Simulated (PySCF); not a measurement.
**`C#C[C@@H](C=C)[Se@@](C)=O`, C₆H₈OSe**

Cartesian coordinates in Å; atom numbers follow the order of the lines, from 1:
```xyz
16

C    -0.396    2.362    1.248
C    -0.387    1.256    0.786
C    -0.396   -0.053    0.205
C    -1.742   -0.514   -0.229
C    -2.121   -1.780   -0.180
Se    0.779   -0.082   -1.482
C     2.403    0.515   -0.543
O     1.029   -1.646   -1.698
H    -0.403    3.322    1.671
H     0.103   -0.795    0.840
H    -2.395    0.253   -0.627
H    -3.087   -2.095   -0.533
H    -1.475   -2.549    0.210
H     2.234    1.485   -0.089
H     2.645   -0.240    0.204
H     3.202    0.568   -1.280
```

Level of theory: GIAO PBE0/6-31G* magnetisability, non-relativistic, IEF-PCM acetone in PySCF 2.14.0. Geometry: GFN2-xTB.

The calculation is non-relativistic, which matters for the atoms heavier than Zn.

(1) What are the magnetisability and the molar susceptibility?

(2) Split it along the inertial axes a, b, c into diamagnetic and paramagnetic parts about the centre of mass, with the quadrupole moment.

Results:

(1) Isotropic -1416 × 10⁻³⁰ J/T², or -85.3 × 10⁻⁶ cm³/mol; principal values -1498, -1401, -1348 × 10⁻³⁰ J/T², anisotropy 131 × 10⁻³⁰ J/T² (root of half the summed squared differences of the principal values). The susceptibility is in cgs units.

(2) 
| axis | χ (10⁻⁶ cm³/mol) | diamagnetic (10⁻⁶ cm³/mol) | paramagnetic (10⁻⁶ cm³/mol) | summed x² of all electrons (Å²) | quadrupole Θ (D Å) |
| --- | --- | --- | --- | --- | --- |
| a | -87.4 | -813.4 | 726.0 | 186.8 | -5.23 |
| b | -85.3 | -926.8 | 841.5 | 160.1 | +5.54 |
| c | -83.2 | -1471.8 | 1388.6 | 31.6 | -0.31 |

Anisotropies 2χaa − χbb − χcc = -6.3 and 2χbb − χaa − χcc = 0.0 × 10⁻⁶ cm³/mol. Θ is traceless in Buckingham's convention.
